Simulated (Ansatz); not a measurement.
CdCl2. Total charge 0; singlet. Geometry relaxed at r2SCAN-D4/def2-TZVP.

```xyz
3

Cd   -0.002   -0.005    0.002
Cl    2.131   -0.747   -0.152
Cl   -2.129    0.752    0.150
```

In the def2 sets Cd takes a core potential; there is no spin–orbit coupling. The structure comes from a short search, and lower isomers may exist.

Estimate the harmonic wavenumbers at RKS r2SCAN-D4/def2-TZVP (Ansatz, unscaled). Is this a minimum?

88, 88, 330, 423 cm⁻¹. Yes, no mode is imaginary beyond noise. Zero-point energy 5.6 kJ/mol. Run time 7.5 s (4 threads of Arm Neoverse V2 on a shared host).
